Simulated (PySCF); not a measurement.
Be(F)(SMe) (CH3BeFS), SMILES C[S][Be][F]. Atoms are numbered in the order given.

```xyz
7

Be     0.1073    -1.0972     0.0000
F     -0.3191    -2.4223     0.0000
S      0.7172     0.6977     0.0000
C     -0.9002     1.6007     0.0000
H     -1.4876     1.3754     0.9002
H     -0.6557     2.6714     0.0000
H     -1.4876     1.3754    -0.9002
```
Charge 0, spin multiplicity 1.

Coordinates come from a B3LYP-D3(BJ)/def2-SVP optimisation. One conformer was computed; it need not be the lowest.

Level of theory: CAM-B3LYP/def2-TZVPD in PySCF.

Mulliken values depend strongly on the basis, most of all with diffuse functions as here. ESP charges are fitted to the potential on shells at 1.4 to 2.0 van der Waals radii. Atomic charges (e):

```csv
atom,ESP fit,Mulliken
Be1,0.71,0.13
F2,-0.43,-0.12
S3,-0.38,-0.07
C4,-0.34,-0.77
H5,0.12,0.28
H6,0.19,0.26
H7,0.12,0.28
```
